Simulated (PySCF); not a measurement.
## Ionisation energy of Pd³⁰⁺ by level of theory

Pd³⁰⁺ [Ne] 3s2 3p4 [3p1/2^2 3p3/2^2, M_J = 2] → Pd³¹⁺ [Ne] 3s2 3p3 [3p1/2^2 3p3/2^1, M_J = 3/2], as a difference of total energies. Computed with PySCF 2.14 in an even-tempered Gaussian basis (19 s from 4.9 bohr⁻², ratio 2.4; 14 p from 6.4 bohr⁻², ratio 2.4; 5 d from 25 bohr⁻², ratio 2.6; 4 f from 38 bohr⁻², ratio 2.6), with the two-component X2C-1e Hamiltonian. Correlated levels: 1s2 frozen; the 56 highest virtual spinors dropped. "Screened" scales the spin-orbit matrix elements by Boettger's factors to mimic the two-electron term; Breit and QED terms are absent.

```csv
method,ionisation energy (eV)
GHF (spin-free),1785.2
GMP2 (spin-free),1786.3
GHF (screened spin-orbit),1784.0
GMP2 (screened spin-orbit),1784.3
```

Breit and QED terms and the two-electron picture change are absent.

The spin-free rows relax to the high-spin LS determinant and lack the spin-orbit shift.

The labels give the starting determinants; with spin-orbit coupling the two ends relaxed to ⟨J²⟩ = 6.00, ⟨L²⟩ = 2.98, ⟨S²⟩ = 1.52 and ⟨J²⟩ = 3.75, ⟨L²⟩ = 1.88, ⟨S²⟩ = 1.89.

For comparison: 1781.3 ± 2.3 eV (semi-empirical (NIST evaluation); NIST Atomic Spectra Database, ionization energies).
